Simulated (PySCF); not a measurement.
Excitation energy of Ca by level of theory

Ca [Ar] 4s2 (1S) → Ca [Ar] 4p2 (3P), as a difference of total energies. Calculation: PySCF 2.14, in x2c-TZVPPall (6s5p3d, 36 functions); the spin-free X2C one-electron Hamiltonian (Gaussian nucleus). Correlated levels: valence: [Ar] frozen. The calculations carry no spin-orbit coupling.

| method | excitation energy (eV) | error (eV) |
| --- | --- | --- |
| UHF | 4.186 | -0.588 |
| MP2 (valence) | 4.579 | -0.195 |
| SCS-MP2 (valence) | 4.752 | -0.022 |
| CCSD (valence) | 4.645 | -0.129 |

Reference: 4.774 eV (measured; NIST levels, between the centres of gravity of the two terms).

Errors of the correlated levels include the incompleteness of this basis and the frozen core.

The basis was made for the ground configuration and has no added diffuse functions, so the excitation energy can come out too high.

With two correlated electrons CCSD is exact in that space.

The coupled-cluster amplitudes are large for the upper state (T1 above 0.03 or a double amplitude above 0.15), so a single reference is strained.
